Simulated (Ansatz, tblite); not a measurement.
Removing and adding an electron: GeEt3(SiMe3) (C₉H₂₄GeSi). Charge 0, multiplicity 1. Geometry: PBE-D4/def2-SVP. Ansatz, gas phase; energy differences of separate SCF runs; the oxidised species was run as a doublet alone; the reduced species was run as a doublet alone.

```xyz
35

Ge    0.826   -0.042    0.232
C     1.574   -1.846   -0.162
C     1.464   -2.258   -1.634
H     1.049   -2.578    0.489
H     2.636   -1.845    0.169
H     1.893   -3.265   -1.820
H     0.406   -2.287   -1.974
H     1.996   -1.549   -2.303
C     1.904    1.310   -0.757
C     1.421    2.752   -0.567
H     1.888    1.032   -1.833
H     2.960    1.201   -0.425
H     2.047    3.479   -1.126
H     0.375    2.885   -0.920
H     1.441    3.058    0.500
C     1.027    0.305    2.183
C     0.225   -0.653    3.071
H     0.724    1.358    2.371
H     2.112    0.248    2.421
H     0.362   -0.435    4.152
H    -0.865   -0.590    2.863
H     0.522   -1.711    2.913
Si   -1.486    0.076   -0.416
C    -1.620    0.450   -2.277
C    -2.346   -1.581   -0.054
C    -2.361    1.456    0.558
H    -2.683    0.521   -2.591
H    -1.139   -0.345   -2.884
H    -1.127    1.411   -2.531
H    -1.864   -2.415   -0.606
H    -2.308   -1.828    1.027
H    -3.414   -1.548   -0.357
H    -2.304    1.275    1.651
H    -1.901    2.445    0.357
H    -3.434    1.517    0.279
```

The xTB rows come from tblite.

```tsv
level	−HOMO (eV)	vertical IE (eV)	−LUMO (eV)	vertical EA (eV)	HOMO–LUMO gap (eV)	IE − EA (eV)
GFN1-xTB	10.71	12.68	5.63	3.58	5.08	9.10
GFN2-xTB	9.53	11.74	4.22	1.63	5.32	10.12
```

Estimate the rows for PBE-D4/def2-SVP, PBE0-D4/def2-SVP.


```csv
level,−HOMO (eV),vertical IE (eV),−LUMO (eV),vertical EA (eV),HOMO–LUMO gap (eV),IE − EA (eV),remarks
PBE-D4/def2-SVP,5.57,7.99,-0.35,–,5.92,–,–
PBE0-D4/def2-SVP,6.70,8.31,-1.14,-2.35,7.84,10.66,HOMO above zero (-1 doublet)
```

Run but left out: PBE-D4/def2-SVP (charge -1 doublet: an occupied level 0.12 eV above an empty one).   A HOMO above zero means that the electron is unbound at that level or that self-interaction error raises the level; the energy of removing that electron tells which. Raw xTB energy differences between charge states are shifted by several eV; the methods need an empirical correction for them. Sets without diffuse functions give affinities that are too small. A negative affinity means that the extra electron isn't bound; its size then hangs on the basis.
